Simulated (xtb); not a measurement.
xtb input (GFN-FF):

```bash
xtb mol.xyz --gfnff --opt tight --chrg 0 --uhf 0
```
mol.xyz:
```
16

C     -0.87201461     1.89158697    -1.12857833
Si    -0.63032132     0.24787127    -0.25991867
C     -2.13524192    -0.11936427     0.79731345
O     -0.38190352    -0.98426607    -1.37037418
Si     1.40987081     0.06204732     0.90361823
O      2.01908639    -1.43502662     0.51912063
H     -0.03063026     2.11875223    -1.78541826
H     -1.78538280     1.89416975    -1.73006078
H     -0.95635079     2.70224822    -0.40003650
H     -2.03870827    -1.08196801     1.30261630
H     -3.04852014    -0.14063563     0.19577302
H     -2.26342377     0.64941988     1.56351152
H     -1.07983145    -1.19940900    -1.99471108
H      2.36401258     1.13606371     0.51452502
H      1.25907250     0.13567949     2.37853666
H      1.61214602    -1.83217566    -0.25891226
```

End of the output:

```
         :::::::::::::::::::::::::::::::::::::::::::::::::::::
         ::                     SUMMARY                     ::
         :::::::::::::::::::::::::::::::::::::::::::::::::::::
         :: total energy              -1.981616175608 Eh    ::
         :: gradient norm              0.000332484671 Eh/a0 ::
         ::.................................................::
         :: bond energy               -1.953266518066 Eh    ::
         :: angle energy               0.013009368933 Eh    ::
         :: torsion energy             0.000424270990 Eh    ::
         :: repulsion energy           0.102429250698 Eh    ::
         :: electrostat energy        -0.134356650689 Eh    ::
         :: dispersion energy         -0.008817282109 Eh    ::
         :: HB energy                 -0.000066584676 Eh    ::
         :: XB energy                  0.000000000000 Eh    ::
         :: bonded atm energy         -0.000972030690 Eh    ::
Note: The following floating-point exceptions are signalling: IEEE_UNDERFLOW_FLAG IEEE_DENORMAL
normal termination of xtb
         :: external energy            0.000000000000 Eh    ::
         :: add. restraining           0.000000000000 Eh    ::
         :: total charge               0.000000000000 e     ::
         :::::::::::::::::::::::::::::::::::::::::::::::::::::

           -------------------------------------------------
          |                Property Printout                |
           -------------------------------------------------

molecular dipole:
                 x           y           z       tot (Debye)
 q only:       -0.952       0.881       0.009       3.298
           -------------------------------------------------
          |                Geometry Summary                 |
           -------------------------------------------------

      molecular mass/u    :      122.2706866
   center of mass at/Å    :        0.0347349      -0.0140261       0.0080597
  moments of inertia/u·Å² :        0.1658405E+03   0.3698809E+03   0.3819714E+03
rotational constants/cm⁻¹ :        0.1016497E+00   0.4557583E-01   0.4413323E-01

 * 15 selected distances

     #   Z          #   Z                                           value/Å
     1   6 C        2  14 Si                                      1.8668522
     2  14 Si       3   6 C                                       1.8665582
     2  14 Si       4   8 O                                       1.6736493
     2  14 Si       5  14 Si                                      2.3366016 (max)
     5  14 Si       6   8 O                                       1.6666263
     1   6 C        7   1 H                                       1.0858815
     1   6 C        8   1 H                                       1.0858912
     1   6 C        9   1 H                                       1.0862747
     3   6 C       10   1 H                                       1.0858723
     3   6 C       11   1 H                                       1.0858921
     3   6 C       12   1 H                                       1.0862605
     4   8 O       13   1 H                                       0.9783083
     5  14 Si      14   1 H                                       1.4562250
     5  14 Si      15   1 H                                       1.4567976
     6   8 O       16   1 H                                       0.9774055 (min)

 * 6 distinct bonds (by element types)

   Z      Z             #   av. dist./Å        max./Å        min./Å
   1 H    6 C           6     1.0860121     1.0862747     1.0858723
   1 H    8 O           2     0.9778569     0.9783083     0.9774055
   1 H   14 Si          2     1.4565113     1.4567976     1.4562250
   6 C   14 Si          2     1.8667052     1.8668522     1.8665582
   8 O   14 Si          2     1.6701378     1.6736493     1.6666263
  14 Si  14 Si          1     2.3366016     2.3366016     2.3366016

optimized geometry written to: xtbopt.xyz

           -------------------------------------------------
          | TOTAL ENERGY               -1.981616175608 Eh   |
          | GRADIENT NORM               0.000332484671 Eh/α |
           -------------------------------------------------
########################################################################
[WARNING] Runtime exception occurred
-1- gfnff_setup: Could not read topology file.
########################################################################

------------------------------------------------------------------------
------------------------------------------------------------------------
 total:
 SCF:
 ANC optimizer:
```
